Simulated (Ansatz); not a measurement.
`C[SiH2][Al]([AlH2])[AlH2]` + `N[SiH2]S` → `N[SiH2][S][AlH2]` + `C[SiH2][AlH][AlH2]`  (cleavage of the Al–Al bond)

Calculated with Ansatz (gas phase, PBE0-D4/def2-TZVP geometries, no zero-point term in ΔE). CCSD(T)/CBS is the MP2 limit (def2-TZVPP, def2-QZVPP) plus CCSD(T) − MP2 in def2-TZVPP, frozen cores. Functionals use def2-TZVPP. Each species was taken in one conformer, which may not be the lowest.

`C[SiH2][Al]([AlH2])[AlH2]`:

Z-matrix (Å, degrees):
```
C
Si 1 1.884
H 1 1.092 2 111.0
H 1 1.092 2 110.7 3 120.1
H 1 1.092 2 110.7 3 -120.1
Al 2 2.471 1 115.8 3 180.0
H 2 1.496 1 108.9 3 -57.7
H 2 1.496 1 108.9 3 57.2
Al 6 2.574 2 116.6 1 -178.6
Al 6 2.575 2 118.9 1 1.3
H 9 1.596 6 121.8 2 -90.5
H 9 1.596 6 121.6 2 90.4
H 10 1.596 6 121.8 2 90.1
H 10 1.596 6 121.7 2 -90.1
```

`N[SiH2]S`:

Cartesian coordinates in Å:
```
N 1.308 0.354 0.459
Si -0.370 0.143 0.238
S -0.788 -1.330 -1.273
H 1.783 -0.108 1.216
H 1.927 0.558 -0.308
H -1.040 1.388 -0.216
H -0.898 -0.269 1.563
H -1.922 -0.736 -1.680
```

`N[SiH2][S][AlH2]`:

Z-matrix (Å, degrees):
```
Si
S 1 2.159
N 1 1.709 2 117.2
H 1 1.482 2 103.7 3 119.7
H 1 1.482 2 108.8 3 -121.1
Al 2 2.172 1 97.9 3 61.3
H 3 1.008 1 119.7 2 -80.0
H 3 1.007 1 120.8 2 66.0
H 6 1.586 2 118.6 1 0.6
H 6 1.579 2 118.4 1 -178.9
```

`C[SiH2][AlH][AlH2]`:

Cartesian coordinates in Å:
```
C -0.467 -0.529 1.885
Si 0.574 0.870 1.168
Al 0.691 0.886 -1.296
Al -0.497 -0.871 -2.778
H -1.498 -0.468 1.529
H -0.484 -0.486 2.976
H -0.066 -1.502 1.591
H 1.958 0.780 1.728
H 0.023 2.177 1.646
H 1.554 2.056 -1.961
H 0.210 -2.238 -3.202
H -1.999 -0.675 -3.284
```

CCSD(T)/CBS gives -113.4 kJ/mol.

Question: Another level gave -107.0 kJ/mol. Which?
A. CAM-B3LYP-D4/def2-TZVPP
B. PBE/def2-TZVPP
C. RPA@PBE/def2-TZVPP
D. PBE-QIDH/def2-TZVPP

Answer: C. RPA@PBE/def2-TZVPP -107.0, CAM-B3LYP-D4 -116.6, PBE-QIDH -111.8, PBE -95.1 kJ/mol.

Largest T1 diagnostic among the species: 0.013.

Leaving LDA and LC-ωPBE aside and taking each functional with its dispersion term where it has one, the values, not all of them listed here, spread over 23.4 kJ/mol, from ωB97M-V to PBE-D4. LDA lies −4.0 kJ/mol from PBE without D4. From BLYP to BHLYP (50 % exact exchange), in def2-TZVPP and without D4, ΔE moves by −11.5 kJ/mol. The D4 term adds −4.9 kJ/mol with B3LYP and −2.4 kJ/mol with PBE0; it sums over pairs of atoms, weighted by their polarisabilities, and B3LYP, whose exchange is more repulsive, gets the larger term.

B3LYP here is the variant with VWN-RPA as its local correlation; programs differ in this.
